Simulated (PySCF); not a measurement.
C₃H₅BO₂, SMILES C=CB(O)C=O. Atoms are numbered in the order given.

```xyz
11

C      0.0117     2.5541     0.0000
C      0.7011     1.3972     0.0000
B     -0.0041     0.0165     0.0000
O     -1.3486    -0.1042     0.0000
C      0.7519    -1.4179     0.0000
O      0.0615    -2.4253     0.0000
H     -1.0850     2.5509     0.0000
H      0.5005     3.5356     0.0000
H      1.7990     1.4514     0.0000
H     -1.5590    -1.0599     0.0000
H      1.8728    -1.5245     0.0000
```
Charge 0, spin multiplicity 1.

The structure is a stationary point at r2SCAN-D4/def2-SVP. The structure was generated by enumeration, and PubChem lists no compound with its InChIKey, so it may never have been made. Other conformers were not sampled.

The numbers are results of PBE/pcSseg-1 run with PySCF, not measurements.

GIAO shieldings, no solvent; atoms listed in one row are averaged. δ = σ(ref) − σ: ¹³C against TMS (σ = 182.0 ppm); ¹¹B against BF3 (σ = 83.9 ppm); ¹⁷O against H2O (σ = 334.3 ppm); ¹H against TMS (σ = 31.49 ppm), references at their B3LYP-D3(BJ)/def2-TZVP geometries, non-relativistic.

Computed chemical shifts:
```csv
nucleus,atoms,count,δ (ppm)
¹³C,C5,1,244.1
¹³C,C1,1,157.5
¹³C,C2,1,141.4
¹¹B,B3,1,10.5
¹⁷O,O6,1,865.1
¹⁷O,O4,1,177.2
¹H,H11,1,11.84
¹H,H7,1,7.62
¹H,H10,1,7.37
¹H,H8,1,7.25
¹H,H9,1,7.06
```
